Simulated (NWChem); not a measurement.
System: ZnNH3O; SMILES [NH2][Zn][OH]

Here is an NWChem input.

```
start job
memory heap 200 mb stack 900 mb global 1100 mb
geometry units angstroms noautoz
  Zn    -0.208599    -0.039458     0.014138
  O     -0.378431    -1.802472     0.036935
  H      0.448363    -2.289039    -0.029740
  N     -0.303308     1.770890     0.005751
  H     -0.008376     2.242189    -0.846109
  H      0.134417     2.258383     0.783883
end
basis spherical
  * library def2-svp
end
dft
  xc xctpssh
  iterations 150
  mulliken
end
task dft energy
```

Output (shortened):

```
             Northwest Computational Chemistry Package (NWChem) 7.3.0
             --------------------------------------------------------

 C1  symmetry detected

                             Geometry "geometry" -> ""
                             -------------------------

 Output coordinates in angstroms (scale by  1.889725989 to convert to a.u.)

  No.       Tag          Charge          X              Y              Z
 ---- ---------------- ---------- -------------- -------------- --------------
    1 Zn                  30.0000     0.00209764     0.01837888     0.01734644
    2 O                    8.0000    -0.00620309     1.78448688    -0.11820651
    3 H                    1.0000     0.02085438     2.25432877     0.72042202
    4 N                    7.0000    -0.00582018    -1.78979603    -0.11242576
    5 H                    1.0000    -0.81450671    -2.27407254     0.27003397
    6 H                    1.0000     0.82108924    -2.27894542     0.22178329

 Effective nuclear repulsion energy (a.u.)     176.2083532623

                                 NWChem DFT Module
                                 -----------------

 Summary of "ao basis" -> "ao basis" (spherical)
 ------------------------------------------------------------------------------
       Tag                 Description            Shells   Functions and Types
 ---------------- ------------------------------  ------  ---------------------
 Zn                         def2-svp                11       31   5s3p2d1f
 O                          def2-svp                 6       14   3s2p1d
 H                          def2-svp                 3        5   2s1p
 N                          def2-svp                 6       14   3s2p1d

            General Information
            -------------------
          SCF calculation type: DFT
          Wavefunction type:  closed shell.
          No. of atoms     :     6
          No. of electrons :    48
           Alpha electrons :    24
            Beta electrons :    24
          Charge           :     0
          Spin multiplicity:     1
          Use of symmetry is: off; symmetry adaption is: off
          Maximum number of iterations: 150
          AO basis - number of functions:    74
                     number of shells:    32
          Convergence on energy requested:  1.00D-06
          Convergence on density requested:  1.00D-05
          Convergence on gradient requested:  5.00D-04

              XC Information
              --------------
                  TPSS hybrid Method XC Functional
                     Hartree-Fock (Exact) Exchange  0.100
                  TPSS metaGGA Exchange Functional  0.900
             TPSS03 metaGGA Correlation Functional  1.000

             Grid Information
             ----------------
          Grid used for XC integration:  medium
          Radial quadrature: Mura-Knowles
          Angular quadrature: Lebedev.
          Tag              B.-S. Rad. Rad. Pts. Rad. Cut. Ang. Pts.
          ---              ---------- --------- --------- ---------
          Zn                  1.35      112           8.0       590
          O                   0.60       49          11.0       434
          H                   0.35       45          12.0       434
          N                   0.65       49          11.0       434
          Grid pruning is: on
          Number of quadrature shells:   345
          Spatial weights used:  Erf1

      Superposition of Atomic Density Guess
      -------------------------------------

 Sum of atomic energies:       -1907.99465241

      Non-variational initial energy
      ------------------------------

 Total energy =   -1908.700803
 1-e energy   =   -3013.089526
 2-e energy   =     928.180370
 HOMO         =      -0.342167
 LUMO         =      -0.060478

     ---------------------------------------------
      Total Density - Mulliken Population Analysis
     ---------------------------------------------

    Atom       Charge   Shell Charges
 -----------   ------   -------------------------------------------------------
    1 Zn  30    28.82   2.00  2.00  2.00  0.55  0.08  6.00  6.00  0.23  8.03  1.93  0.00
    2 O    8     9.02   1.99  1.11  0.69  3.14  2.09  0.00
    3 H    1     0.67   0.53  0.07  0.06
    4 N    7     7.96   1.99  1.04  0.50  2.58  1.84  0.01
    5 H    1     0.77   0.60  0.13  0.05
    6 H    1     0.77   0.60  0.13  0.05

   convergence    iter        energy       DeltaE   RMS-Dens  Diis-err
 ---------------- ----- ----------------- --------- --------- ---------
 d= 0,ls=0.0,diis     1  -1910.7095590882 -2.09D+03  2.49D-02  8.26D-01
 d= 0,ls=0.0,diis     2  -1910.4871192981  2.22D-01  1.51D-02  3.06D+00
 d= 0,ls=0.0,diis     3  -1910.8101094959 -3.23D-01  2.96D-03  7.06D-02
 d= 0,ls=0.0,diis     4  -1910.8146599636 -4.55D-03  1.29D-03  2.37D-02
 d= 0,ls=0.0,diis     5  -1910.8170611931 -2.40D-03  2.54D-04  6.04D-04
  Resetting Diis
 d= 0,ls=0.0,diis     6  -1910.8171113705 -5.02D-05  7.76D-05  2.02D-04
 d= 0,ls=0.0,diis     7  -1910.8171255716 -1.42D-05  1.80D-05  1.15D-06
 d= 0,ls=0.0,diis     8  -1910.8171254992  7.23D-08  1.21D-05  1.75D-06
 d= 0,ls=0.0,diis     9  -1910.8171256527 -1.53D-07  3.09D-06  1.57D-07

         Total DFT energy =    -1910.817125652709
      One electron energy =    -3013.364222281405
           Coulomb energy =     1014.139160378655
    Exchange-Corr. energy =      -87.800417012228
 Nuclear repulsion energy =      176.208353262270

 Numeric. integr. density =       48.000001667132

                       DFT Final Molecular Orbital Analysis
                       ------------------------------------

 Vector   22  Occ=2.000000D+00  E=-2.737621D-01
              MO Center= -3.9D-03,  1.5D+00, -6.3D-02, r^2= 1.6D+00
   Bfn.  Coefficient  Atom+Function         Bfn.  Coefficient  Atom+Function
  ----- ------------  ---------------      ----- ------------  ---------------
    36      0.398322  2 O  py                37     -0.367174  2 O  pz
     4     -0.333696  1 Zn s                 39      0.285595  2 O  py
    40     -0.274661  2 O  pz                34      0.198523  2 O  s
     3      0.160130  1 Zn s                 13     -0.123715  1 Zn py
    33      0.122788  2 O  s                 14     -0.115927  1 Zn pz

 Vector   23  Occ=2.000000D+00  E=-2.421872D-01
              MO Center= -5.0D-03,  1.6D+00, -9.2D-02, r^2= 8.9D-01
   Bfn.  Coefficient  Atom+Function         Bfn.  Coefficient  Atom+Function
  ----- ------------  ---------------      ----- ------------  ---------------
    35      0.603785  2 O  px                38      0.475575  2 O  px
    15     -0.177525  1 Zn d -2              12      0.155063  1 Zn px
     9     -0.058592  1 Zn px                20     -0.043150  1 Zn d -2
    48      0.028778  3 H  px                70     -0.025704  6 H  s
    65      0.025364  5 H  s

 Vector   24  Occ=2.000000D+00  E=-2.087249D-01
              MO Center= -6.8D-03, -1.6D+00, -1.6D-01, r^2= 1.6D+00
   Bfn.  Coefficient  Atom+Function         Bfn.  Coefficient  Atom+Function
  ----- ------------  ---------------      ----- ------------  ---------------
    56      0.512468  4 N  pz                59     -0.449337  4 N  pz
    53      0.167631  4 N  s                 55      0.159044  4 N  py
    16     -0.151273  1 Zn d -1              58     -0.140144  4 N  py
    14     -0.137177  1 Zn pz                52      0.116697  4 N  s
     4     -0.103910  1 Zn s                 37      0.094030  2 O  pz

 Vector   25  Occ=0.000000D+00  E=-2.307590D-02
              MO Center=  1.1D-02,  1.1D-03,  2.0D-01, r^2= 5.5D+00
   Bfn.  Coefficient  Atom+Function         Bfn.  Coefficient  Atom+Function
  ----- ------------  ---------------      ----- ------------  ---------------
     5      0.925578  1 Zn s                 53     -0.521099  4 N  s
    34     -0.337873  2 O  s                 19     -0.210190  1 Zn d  2
    36      0.169616  2 O  py                52     -0.168861  4 N  s
    55      0.160146  4 N  py                 3     -0.156698  1 Zn s
    58     -0.148562  4 N  py                 4      0.140657  1 Zn s

 Vector   26  Occ=0.000000D+00  E= 7.373889D-02
              MO Center= -1.3D-04,  4.9D-03,  2.4D-02, r^2= 2.5D+00
   Bfn.  Coefficient  Atom+Function         Bfn.  Coefficient  Atom+Function
  ----- ------------  ---------------      ----- ------------  ---------------
    12      1.041104  1 Zn px                 9     -0.271619  1 Zn px
    35     -0.192718  2 O  px                38     -0.192837  2 O  px
    70     -0.134577  6 H  s                 65      0.132474  5 H  s
     6      0.086744  1 Zn px                54      0.061171  4 N  px
    57     -0.054800  4 N  px                66     -0.054059  5 H  s

 Vector   27  Occ=0.000000D+00  E= 7.960135D-02
              MO Center=  1.0D-02, -6.0D-01,  3.5D-01, r^2= 5.9D+00
   Bfn.  Coefficient  Atom+Function         Bfn.  Coefficient  Atom+Function
  ----- ------------  ---------------      ----- ------------  ---------------
    53      0.885364  4 N  s                 14      0.660822  1 Zn pz
    66     -0.647743  5 H  s                 71     -0.649444  6 H  s
    47      0.600857  3 H  s                 34     -0.320321  2 O  s
    58     -0.259687  4 N  py                40     -0.241504  2 O  pz
    37     -0.185168  2 O  pz                 4      0.182762  1 Zn s

     ---------------------------------------------
      Total Density - Mulliken Population Analysis
     ---------------------------------------------

    Atom       Charge   Shell Charges
 -----------   ------   -------------------------------------------------------
    1 Zn  30    29.33   2.00  2.00  2.00  0.84 -0.01  6.00  6.00  0.61  7.95  1.94  0.00
    2 O    8     8.57   1.99  1.07  0.72  2.83  1.95  0.01
    3 H    1     0.82   0.69  0.07  0.07
    4 N    7     7.51   1.99  0.98  0.50  2.39  1.64  0.01
    5 H    1     0.88   0.72  0.12  0.04
    6 H    1     0.88   0.72  0.12  0.04

[...]
```

Level: TPSSh/def2-SVP. Geometry: optimised at PBE0/def2-SVP.
